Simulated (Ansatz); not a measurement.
Species: AsH3, charge 0, singlet. AsH3 (arsane, SMILES [AsH3]).
B3LYP-D3(BJ)/def2-TZVP minimum from Ansatz (a program for electronic structure):
```xyz
4

As     0.0003     0.0002     0.0708
H     -0.7759    -1.0063    -0.7723
H     -0.4876     1.1692    -0.7786
H      1.2523    -0.1682    -0.7839
```

Total energies in cc-pVQZ, 8 correlated electrons, 14 frozen orbitals. Open shells are spin-unrestricted; no spin-orbit coupling. Correlated methods leave the cores frozen (noble-gas shells, and filled d and f shells in the p block). No relativity.

```
method    program  energy (Eh)  minus CCSDT(Q) (mEh)
--------  -------  -----------  --------------------
HF         Ansatz  -2235.97699                200.57
MP2        Ansatz  -2236.14505                 32.52
CCSD       Ansatz  -2236.16999                  7.57
CCSD(T)    Ansatz  -2236.17656                  1.00
CCSDT(Q)   Ansatz  -2236.17756                  0.00
```

Rough core times of Ansatz's runs on a shared machine: CCSD(T) under 20 s, CCSDT(Q) 10 min.
